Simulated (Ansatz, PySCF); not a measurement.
Si(H)(Cl)(Me)(OMe) (C₂H₇ClOSi), SMILES CO[SiH](Cl)C. Atoms are numbered in the order given.

```xyz
12

Si     0.1480    -0.4115    -0.5629
C      1.8689    -1.1086    -0.5915
Cl     0.0914     1.2744     0.6739
O     -0.8602    -1.5671     0.0595
C     -2.2393    -1.4043     0.3150
H     -0.3325     0.0412    -1.8965
H      1.9099    -2.0028    -1.2338
H      2.5826    -0.3648    -0.9785
H      2.1791    -1.3943     0.4254
H     -2.8046    -1.1948    -0.6120
H     -2.4218    -0.5795     1.0261
H     -2.6269    -2.3367     0.7526
```

Geometry optimised at B3LYP-D3(BJ)/def2-SVP. The values are those of a single conformer.

Two levels are set side by side: PBE-D3(BJ)/def2-SVP (Ansatz, a program for electronic structure) and B3LYP-D3(BJ)/def2-SVP (Ansatz). Each level has its own optimised geometry; the coordinates shown are those of the second. Frequencies come from the Hessian of PySCF at each geometry. Differences are taken from unrounded values.

| quantity | B3LYP-D3(BJ) | PBE-D3(BJ) | PBE-D3(BJ) minus B3LYP-D3(BJ) |
|---|---|---|---|
| mean bond length (Å) | 1.374 | 1.383 | 0.008 |
| bond Si1–C2 (Å) | 1.857 | 1.862 | 0.006 |
| bond Si1–Cl3 (Å) | 2.092 | 2.096 | 0.004 |
| bond Si1–O4 (Å) | 1.655 | 1.670 | 0.015 |
| bond O4–C5 (Å) | 1.412 | 1.417 | 0.005 |
| bond Si1–H6 (Å) | 1.488 | 1.503 | 0.015 |
| bond C2–H7 (Å) | 1.102 | 1.109 | 0.007 |
| bond C2–H8 (Å) | 1.101 | 1.108 | 0.007 |
| bond C2–H9 (Å) | 1.101 | 1.108 | 0.007 |
| bond C5–H10 (Å) | 1.106 | 1.115 | 0.009 |
| bond C5–H11 (Å) | 1.104 | 1.113 | 0.009 |
| bond C5–H12 (Å) | 1.100 | 1.109 | 0.008 |
| highest harmonic wavenumber (cm⁻¹) | 3139 | 3094 | -45 |
| mean harmonic wavenumber (cm⁻¹) | 1312 | 1276 | -36 |
| zero-point energy (kcal/mol) | 56.26 | 54.73 | -1.53 |

GGA bonds tend to be longer and softer than those of functionals with exact exchange. Differences between two approximate levels are no errors against the true value.
